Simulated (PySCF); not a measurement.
KF, SMILES [K][F].

Coordinates come from a PBE0-D3(BJ)/def2-TZVPD optimisation.

All values below come from PySCF with IEF-PCM-M06-2X/def2-TZVPD.

The values are the electrostatic part of the solvation free energy, E(continuum) − E(gas) at the gas-phase geometry, in a cavity of scaled van der Waals radii (PySCF's table); cavitation and dispersion terms are not included. A continuum can't describe solvent molecules that bind to the metal. In vacuum the orbital gap is 7.24 eV. The dipole moment in vacuum is 8.86 D.

| solvent | ε | ΔG(elec) (kcal/mol) | dipole (D) | gap (eV) |
|---|---|---|---|---|
| water | 78.36 | -20.2 | 9.64 | 9.51 |
| 1-octanol | 9.86 | -17.5 | 9.54 | 9.22 |
| acetone | 20.49 | -19.0 | 9.59 | 9.39 |
